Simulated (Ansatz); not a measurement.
Consider the atomization: `CC(C)[O][InH][F]` → 3 C• + F• + 8 H• + In• + O•.

Computed with Ansatz on PBE0-D4/def2-TZVP structures; ΔE is electronic, products minus reactants. CCSD(T)/CBS is the MP2 limit (def2-TZVPP, def2-QZVPP) plus CCSD(T) − MP2 in def2-TZVPP, frozen cores. This one scheme is used for every species, atoms too. Functionals use def2-TZVPP. B3LYP here is the variant with VWN-RPA as its local correlation; programs differ in this. Open shells (•) are unrestricted, without spin–orbit coupling. Spin–orbit coupling would lower the free atoms: a little for C, F, O; strongly for In. def2 core potentials past Kr. Bonds to In are less sure, by a few kJ/mol each and by 10 to 20 or more in all where they break to atoms, as the def2 sets lack core-valence functions. Each species was taken in one conformer, which may not be the lowest.

`CC(C)[O][InH][F]`:

Cartesian coordinates in Å:
```
C -0.108 -1.164 1.027
C 0.276 -0.727 -0.375
C 1.500 0.170 -0.372
O -0.807 -0.123 -1.043
In -1.655 1.544 -0.436
F -3.074 1.878 -1.727
H -1.000 -1.792 0.998
H 0.697 -1.729 1.506
H -0.316 -0.291 1.659
H 0.513 -1.627 -0.960
H 2.370 -0.340 0.050
H 1.744 0.484 -1.388
H 1.319 1.066 0.236
H -1.459 2.653 0.825
```

```csv
level,ΔE (kJ/mol),difference from CCSD(T)/CBS
r2SCAN-D4,5121.2,-7.3
PBE0-D4,5101.6,-26.9
B3LYP-D4,5083.6,-44.9
B2PLYP,5042.6,-85.9
PBE,5171.0,42.5
r2SCAN,5113.9,-14.6
B3LYP,5037.0,-91.5
HF/def2-TZVPP,3704.6,-1423.9
HF/def2-QZVPP,3714.3,-1414.2
SCS-MP2/def2-QZVPP,5122.6,-5.9
CCSD(T)/CBS,5128.5,0
```

Largest T1 diagnostic among the species: 0.016.

From PBE to PBE0 (25 % exact exchange), in def2-TZVPP and without D4, ΔE moves by −94.0 kJ/mol: exact exchange takes away binding that semilocal exchange gives to molecules. The D4 term adds +46.5 kJ/mol with B3LYP and +24.6 kJ/mol with PBE0; it sums over pairs of atoms, weighted by their polarisabilities, and B3LYP, whose exchange is more repulsive, gets the larger term.

For atomizations the MP2-based limit and the directly extrapolated one differ by several kJ/mol either way, and by 10 to 25 for some Ge, Se and Sn compounds, so smaller differences from it don't rank the levels.
